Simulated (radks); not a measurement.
Spherical jellium clusters: N electrons in a uniform positive sphere of charge N and radius rs N^(1/3), rs = 2.42 bohr. Method: non-relativistic Kohn-Sham, LDA (Slater exchange, Perdew-Wang correlation), spin-polarised, spherical densities; computed with a radial shooting solver with Libxc functionals. Levels are named by radial order and angular momentum (1s, 1p, 1d, 2s, ...), and open shells are averaged over m.

N = 2, configuration 1s2. This is the lowest configuration that the search found. Occupied and some empty levels:

level,occupation,eigenvalue (eV),<r> (bohr)
1s,2,-4.6583,2.901
1p,0,-0.86705,5.260
2s,0,-0.076424,11.72

Energy (eV): total -2.22443, kinetic 6.1798, external -37.783, Hartree 17.065, exchange-correlation -9.1059, background 21.419. Static polarisability (adiabatic kernel): 63.72 bohr^3, against R^3 = 28.34 for a classical metal sphere.

Electron density:

r (bohr),n(r) (e/bohr^3)
0.128,0.02397
0.450,0.02325
0.772,0.02179
1.09,0.01971
1.42,0.01719
1.74,0.01443
2.06,0.01166
2.38,0.009062
2.71,0.006780
3.03,0.004910
3.35,0.003462
3.67,0.002394
3.99,0.001632
4.32,0.001100
4.64,0.0007359
4.96,0.0004882
5.28,0.0003226
5.61,0.0002123
5.93,0.0001392
6.25,0.00009105
